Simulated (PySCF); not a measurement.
Zn: excitation energy

Zn [Ar] 3d10 4s2 (1S) → Zn [Ar] 3d10 4s1 4p1 (3P), as a difference of total energies. All numbers are calculated (PySCF 2.14, a scalar-relativistic core potential, in aug-cc-pwCVDZ-PP with ECP10MDF). Correlated levels: valence: 3s2 3p6 frozen; valence and next inner shell: nothing frozen outside the core potential. The calculations carry no spin-orbit coupling.

```json
{"method": "UHF", "excitation energy (cm⁻¹)": "22041", "error (cm⁻¹)": "-10655"}
{"method": "LDA", "excitation energy (cm⁻¹)": "36400", "error (cm⁻¹)": "+3703"}
{"method": "PBE", "excitation energy (cm⁻¹)": "34178", "error (cm⁻¹)": "+1481"}
{"method": "PBE0", "excitation energy (cm⁻¹)": "31716", "error (cm⁻¹)": "-980"}
{"method": "r2SCAN", "excitation energy (cm⁻¹)": "32015", "error (cm⁻¹)": "-681"}
{"method": "PW91", "excitation energy (cm⁻¹)": "34298", "error (cm⁻¹)": "+1602"}
{"method": "B97-3", "excitation energy (cm⁻¹)": "34156", "error (cm⁻¹)": "+1459"}
{"method": "M06", "excitation energy (cm⁻¹)": "38366", "error (cm⁻¹)": "+5670"}
{"method": "wB97M-V", "excitation energy (cm⁻¹)": "33408", "error (cm⁻¹)": "+711"}
{"method": "MP2 (valence)", "excitation energy (cm⁻¹)": "30782", "error (cm⁻¹)": "-1915"}
{"method": "SCS-MP2 (valence)", "excitation energy (cm⁻¹)": "31608", "error (cm⁻¹)": "-1088"}
{"method": "MP2 (valence and next inner shell)", "excitation energy (cm⁻¹)": "31286", "error (cm⁻¹)": "-1411"}
{"method": "SCS-MP2 (valence and next inner shell)", "excitation energy (cm⁻¹)": "31929", "error (cm⁻¹)": "-767"}
```

Reference: 32696 cm⁻¹ (measured; NIST levels, between the centres of gravity of the two terms).

Errors of the correlated levels include the incompleteness of this basis and the frozen core.
